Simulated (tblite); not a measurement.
Species: C6H11P.
Z-matrix (Å and degrees, GFN2-xTB geometry), rows numbered from 1:
```
C 
C   1  1.3211
C   2  1.4897  1  126.45
C   3  1.5255  2  117.63  1     4.34
C   4  1.5236  3  105.69  2  -169.87
C   5  1.5324  4  107.35  3    49.08
P   6  1.8763  5  108.28  4   -28.82
H   1  1.0767  2  121.26  3   179.61
H   1  1.0764  2  122.76  3    -1.00
H   2  1.0837  1  119.64  3  -179.23
H   3  1.1001  2  108.29  1   128.57
H   4  1.0921  3  109.87  2   -51.91
H   4  1.0911  3  111.28  2    68.55
H   5  1.0907  4  111.70  3   170.91
H   5  1.0922  4  109.19  3   -69.70
H   6  1.0914  5  111.60  4    90.42
H   6  1.0921  5  111.40  4  -149.39
H   7  1.4056  3   93.31  2    57.84
```

Computed with GFN2-xTB (tblite): harmonic, unscaled wavenumbers at the GFN2-xTB geometry, gas phase. The method is semi-empirical: single wavenumbers can be off by several per cent or more. Modes of hydrogen on phosphorus can be 10 to 20 % off. One conformer, not necessarily the lowest.

Harmonic wavenumbers (cm⁻¹): 77.3, 87.5, 200.8, 209.8, 303.0, 399.6, 495.7, 530.0, 599.3, 697.5, 706.1, 745.7, 823.6, 872.0, 889.2, 920.6, 941.1, 986.5, 1006.6, 1016.2, 1017.2, 1072.4, 1094.0, 1134.7, 1166.2, 1175.8, 1211.3, 1244.7, 1271.0, 1296.3, 1322.0, 1332.8, 1417.4, 1458.4, 1483.0, 1495.4, 1708.7, 2222.0, 2867.1, 2957.5, 2966.9, 2976.3, 2980.1, 2982.0, 2991.1, 3039.6, 3109.4, 3130.5.

A = 3705, B = 1690, C = 1285 MHz; mass 114.060 u (most abundant isotopes); point group C1, symmetry number 1.

Problem. Zero-point energy?

Solution. Half the sum of the wavenumbers: 33316 cm⁻¹ = 398.55 kJ/mol.

Problem. Give the ideal-gas entropy at 298.15 K and 1 bar in the rigid-rotor, harmonic-oscillator model (classical rotation).

Solution. Translation 167.93, rotation 117.49, vibration 77.01: S = 362.4 J/(mol K).

Problem. And Cp and H(298.15 K) − H(0)?

Solution. Cp = 130.74 J/(mol K), of which vibrations give 97.48 (their classical limit is 48 R = 399.1); H(298.15 K) − H(0) = 22.83 kJ/mol without the zero-point energy, 12.92 from vibrations.

Problem. Blend soft modes into free rotors: weight 1/[1 + (100 cm⁻¹/ν̃)⁴] for the oscillator and the rest for a rotor with moment μB/(μ + B), μ = h/(8π²ν), B = 10⁻⁴⁴ kg m². What vibrational entropy results?

Solution. 72.54 J/(mol K) in place of 77.01, which changes −T·S at 298.15 K by +1.33 kJ/mol.

Problem. What must be added to the electronic energy to get the Gibbs energy at 298.15 K and 1 bar?

Solution. ZPE + [H(298.15 K) − H(0)] − T·S = 398.55 + 22.83 − 108.06 = 313.32 kJ/mol.

Problem. Which modes carry the vibrational entropy at 298.15 K?

Solution. 77.3 cm⁻¹: 16.56; 87.5 cm⁻¹: 15.54; 200.8 cm⁻¹: 8.89; 209.8 cm⁻¹: 8.56; 303.0 cm⁻¹: 5.86; 399.6 cm⁻¹: 4.03 J/(mol K); the other 42 give 17.56 together.

Hindered rotation and anharmonicity are outside this model. Other conformers, if any are populated, would add a mixing term that is left out. The structure is chiral; the term R ln 2 for an equal mix with its mirror image is left out.

On one thread of an Arm Neoverse V1, no GPU, shared host with 32 logical CPUs at a one-minute load of 9.5, this took 0.62 s. This covers the Hessian and the dipole derivatives.
